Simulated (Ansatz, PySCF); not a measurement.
Zr(OH)3 (H3O3Zr), SMILES [OH][Zr+]([OH])[OH], charge +1, multiplicity 1. Atoms are numbered in the order given.

```xyz
7

Zr     0.0024     0.0015    -0.6285
O      1.7945     0.2426    -0.1110
H      2.6525     0.3580     0.3205
O     -1.1025     1.4330    -0.1109
H     -1.6314     2.1183     0.3207
O     -0.6849    -1.6712    -0.1112
H     -1.0139    -2.4719     0.3203
```
Charge +1, spin multiplicity 1.

The structure is a stationary point at B3LYP-D3(BJ)/def2-SVP. The multiplicity is an assumed one; other spin states were not compared. The isomer is the one that the SMILES or the coordinates give; other isomers of the formula were not compared. The def2 effective core potentials stand for the cores of Zr; spin–orbit coupling is left out. Other conformers were not sampled.

Two levels are set side by side: PBE-D3(BJ)/def2-SVP (Ansatz, a first-principles code) and B3LYP-D3(BJ)/def2-SVP (Ansatz). Each level has its own optimised geometry; the coordinates shown are those of the second. Frequencies come from the Hessian of PySCF at each geometry. Differences are taken from unrounded values.

```
quantity                            B3LYP-D3(BJ)  PBE-D3(BJ)  PBE-D3(BJ) minus B3LYP-D3(BJ)
----------------------------------  ------------  ----------  -----------------------------
mean bond length (Å)                       1.424       1.428                          0.004
bond Zr1–O2 (Å)                            1.881       1.882                          0.001
bond Zr1–O4 (Å)                            1.881       1.882                          0.001
bond Zr1–O6 (Å)                            1.881       1.882                          0.001
bond O2–H3 (Å)                             0.967       0.975                          0.007
bond O4–H5 (Å)                             0.967       0.975                          0.007
bond O6–H7 (Å)                             0.967       0.975                          0.007
highest harmonic wavenumber (cm⁻¹)          3869        3776                            -94
mean harmonic wavenumber (cm⁻¹)             1151        1117                            -34
zero-point energy (kcal/mol)               24.67       23.95                          -0.73
```
